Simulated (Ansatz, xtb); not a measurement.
# Two isomers of C4H4BBrO

Structure a: `Bc1ccc(Br)o1`, a singlet. Structure b: `Bc1occc1Br`, a singlet. Both are isolated molecules in the gas phase, relaxed with PBE-D3(BJ)/def2-SVP; the shapes shown needn't be the lowest conformers.

a (Å):

```xyz
11

C    -0.7507   -0.5466    0.1998
C    -1.1808    0.7815    0.3124
C    -0.1805    1.6279   -0.2235
C     0.8225    0.7599   -0.6409
B    -1.3734   -1.8698    0.5890
Br    2.4609    1.1234   -1.4470
O     0.5169   -0.5181   -0.4062
H    -0.7948   -2.9172    0.3862
H    -2.4712   -1.8490    1.1106
H    -2.1395    1.0875    0.7480
H    -0.1693    2.7191   -0.3050
```

b (Å):

| atom | x (Å) | y (Å) | z (Å) |
| --- | --- | --- | --- |
| C | -0.8586 | -0.4385 | 0.2446 |
| C | -0.8265 | 1.6115 | -0.6218 |
| C | 0.5056 | 1.2542 | -0.5121 |
| C | 0.4797 | -0.0541 | 0.0410 |
| B | -1.5287 | -1.6818 | 0.7902 |
| Br | 1.9919 | -1.0842 | 0.4292 |
| O | -1.6386 | 0.6389 | -0.1862 |
| H | -0.8365 | -2.6072 | 1.1596 |
| H | -2.7396 | -1.7380 | 0.8515 |
| H | -1.3131 | 2.5224 | -0.9913 |
| H | 1.3826 | 1.8472 | -0.7894 |

**Question.** Estimate E(b) − E(a) at the level CCSD(T)/def2-SVP + ΔMP2/def2-TZVPP.

**Answer.** Too close to call at this level: CCSD(T)/def2-SVP + ΔMP2/def2-TZVPP gives E(b) − E(a) = −0.19 kcal/mol.

How the difference moves with the method:

```
                             level             geometry  E(b) − E(a) (kcal/mol)  departure from the last row (kcal/mol)  job, with rough time for the two
                          GFN2-xTB             GFN2-xTB                     −0.98                                   −0.78              optimisation, 0.16 s
                         HF/STO-3G             GFN2-xTB                     +0.69                                   +0.89              single point, 0.62 s
                r2SCAN-D4/def2-SVP             GFN2-xTB                     +0.05                                   +0.24               single point, 4.1 s
               PBE-D3(BJ)/def2-SVP  PBE-D3(BJ)/def2-SVP                     +0.08                                   +0.28                optimisation, 25 s
                       HF/def2-SVP  PBE-D3(BJ)/def2-SVP                     −0.32                                   −0.13           part of the CCSD(T) run
                      MP2/def2-SVP  PBE-D3(BJ)/def2-SVP                     −0.57                                   −0.38           part of the CCSD(T) run
                  CCSD(T)/def2-SVP  PBE-D3(BJ)/def2-SVP                     −0.70                                   −0.51                      single point
CCSD(T)/def2-SVP + ΔMP2/def2-TZVPP  PBE-D3(BJ)/def2-SVP                     −0.19                                                        single point, 73 s
```

As drawn, both hold the same kinds of bond in the same numbers.

The largest departure from CCSD(T)/def2-SVP + ΔMP2/def2-TZVPP is that of HF/STO-3G, 0.89 kcal/mol. The last row adds to CCSD(T) the change of the MP2 difference between the two basis sets, here +0.51 kcal/mol.

With thermal terms from frequencies at re-optimised GFN2-xTB minima (ideal gas, soft modes damped towards free rotors, one conformer each, 298.15 K, 1 atm): on the last row, ΔE + ΔZPE = −0.11, ΔH = −0.14, ΔG = −0.05 kcal/mol.

The correlated steps freeze 15 core orbitals; the filled d shell of Br is correlated, in a basis made for valence electrons. Programs: Ansatz 0.2.0, xtb 6.7.1; the last row on 2 threads of Intel(R) Xeon(R) 6975P-C (Granite Rapids) on a shared host.
